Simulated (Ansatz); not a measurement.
CH$_{3}$F$_{2}$SV, SMILES `[CH3][V]([F])([F])=[S]`, one more setting.

```yaml
crystal:
  periodic: [false, false, false]
  atoms:
    - {symbol: C, position_ang: [-0.888003, -0.067357, 0.514056]}
    - {symbol: V, position_ang: [0.818799, -0.028414, -0.501690]}
    - {symbol: F, position_ang: [1.839391, -1.183498, 0.255830]}
    - {symbol: F, position_ang: [0.393812, -0.319432, -2.140091]}
    - {symbol: S, position_ang: [1.464145, 1.831576, -0.220275]}
    - {symbol: H, position_ang: [-1.255724, -1.089151, 0.367526]}
    - {symbol: H, position_ang: [-0.697416, 0.135019, 1.568388]}
    - {symbol: H, position_ang: [-1.582904, 0.664156, 0.100656]}
basis:
  gaussian: {orbitals: pcseg-2, point_charges: [{charge: 0.50, position_ang: [5.008, -0.075, 0.332]}]}
hamiltonian: {xc: {name: LC-wPBE}}
scf: {lower_state_search: light}
```

```sh
$ ansatz run in.yaml --threads 4 --pin off --events-out ev --progress --plain --max-ram 10444MiB
```

It prints (some lines left out):

```
Functional definition: LC-wPBE
1323 factors; their error is unknown
340 factors; integrals over basis functions are off by at most 3.2e-5 eV
mean field evaluation 1: about -43027.4465 eV, gradient 7.8e1 eV
mean field evaluation 2: about -42877.6964 eV, gradient 3.7e2 eV
mean field evaluation 4: about -43037.3596 eV, gradient 2.3e1 eV
mean field evaluation 8: about -43038.2054 eV, gradient 2.2e-1 eV
mean field evaluation 16: about -43038.1600 eV, gradient 3.5e-3 eV
mean field -43038.15997096 eV, -1581.6232066202 hartree, gradient 4.4e-5 eV, S^2 0.000000; 0 other end points of the search recorded, 0 dependent functions left out
reference -43038.15997097 eV, -1581.6232066204 hartree; 33, 33 occupied and 189, 189 virtual orbitals, 1323 factors
Total energy: -43038.15997097 eV, -1581.6232066204 hartree
```

It took 2.3 s on 4 threads of an Intel Xeon Platinum 8488C on a shared host, with 0.42 GiB of host memory at the peak.
